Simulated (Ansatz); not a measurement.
Two isomers of C3H5AlF2: A = `C[CH]1[AlH][C]1(F)F`, B = `[F][Al]([F])[CH]1CC1`.

Calculated with Ansatz (gas phase, PBE0-D4/def2-TZVP geometries, no zero-point term in ΔE). CCSD(T)/CBS is the MP2 limit (def2-TZVPP, def2-QZVPP) plus CCSD(T) − MP2 in def2-TZVPP, frozen cores. Functionals use def2-TZVPP. B3LYP here is the variant with VWN-RPA as its local correlation; programs differ in this. One conformer a species, not always the lowest.

Q: Which is lower in electronic energy at CCSD(T)/CBS, and by how much? (Best estimate.)

A: The calculation gave: B, by 141.2 kcal/mol.

Q: Give E(B) − E(A) in kcal/mol with HF/def2-TZVPP, r2SCAN-D4, CCSD/def2-TZVPP, ωB97M-V, PBE0-D4, B3LYP-D4, PBE-D4. (An estimate is asked.)

A: Computed: HF/def2-TZVPP -144.5, r2SCAN-D4 -135.5, CCSD/def2-TZVPP -141.7, ωB97M-V -136.2, PBE0-D4 -133.8, B3LYP-D4 -136.0, PBE-D4 -128.6. None reverses the order clearly.

Largest T1 diagnostic: 0.013.

From PBE to PBE0 (25 % exact exchange), in def2-TZVPP and without D4, E(B) − E(A) moves by −5.1 kcal/mol.
